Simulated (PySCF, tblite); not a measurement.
Isomers of C4H8F2O2Si. Computed with GFN2-xTB (tblite): harmonic, unscaled wavenumbers at the GFN2-xTB geometry, gas phase. Against measured fundamentals such values can be off by several per cent, at times by over 20. Modes of hydrogen on silicon can be 10 to 20 % off. One conformer each.

Electronic energies: PBE0-D3(BJ)/def2-SVP at its own geometries (PySCF, gas phase).

```
                   SMILES  electronic energy, lowest = 0 (kcal/mol)
FC[C@@H]1O[SiH2]O[C@H]1CF                                      12.9
  FC(F)O[C@@H]1CCO[SiH2]1                                      28.1
   FC(F)[C@H]1CCO[SiH2]O1                                       0.0
       FC(F)C1CO[SiH2]OC1                                       3.0
```

Problem. How do GFN2-xTB zero-point energies change the relative energies?

Solution. 
```csv
SMILES,ZPE (kcal/mol),of it from modes above 1550 cm⁻¹,electronic (kcal/mol),"with ZPE, lowest = 0 (kcal/mol)",lowest mode (cm⁻¹),rings
FC(F)[C@H]1CCO[SiH2]O1,75.6,31.9,0.0,0.0,45,1
FC(F)C1CO[SiH2]OC1,75.4,31.7,3.0,2.8,63,1
FC[C@@H]1O[SiH2]O[C@H]1CF,75.3,32.1,12.9,12.6,46,1
FC(F)O[C@@H]1CCO[SiH2]1,74.9,31.9,28.1,27.4,35,1
```

The zero-point energies span 0.7 kcal/mol, from `FC(F)O[C@@H]1CCO[SiH2]1` to `FC(F)[C@H]1CCO[SiH2]O1`. The order is unchanged.

Problem. And how do the electronic energies of GFN2-xTB itself compare?

Solution. `FC(F)[C@H]1CCO[SiH2]O1` 0.0; `FC(F)C1CO[SiH2]OC1` 1.2; `FC[C@@H]1O[SiH2]O[C@H]1CF` 2.5; `FC(F)O[C@@H]1CCO[SiH2]1` 35.0 kcal/mol, lowest = 0. Against the energies above, taken from the same isomer `FC(F)[C@H]1CCO[SiH2]O1`, the largest difference is 10.4 kcal/mol. The two levels were optimised apart and needn't hold the same conformer.

Problem. What do entropy and thermal enthalpy add at 298.15 K and 1 bar (rigid rotor, harmonic oscillator, one conformer each)?

Solution. 
```csv
SMILES,point group,symmetry number,S (cal/(mol K)),H − H(0) (kcal/mol),ZPE + H − H(0) − TS (kcal/mol)
FC(F)[C@H]1CCO[SiH2]O1,C1,1,95.7,6.44,53.6
FC(F)C1CO[SiH2]OC1,C1,1,96.5,6.55,53.2
FC[C@@H]1O[SiH2]O[C@H]1CF,C1,1,98.0,6.65,52.7
FC(F)O[C@@H]1CCO[SiH2]1,C1,1,98.0,6.59,52.3
```
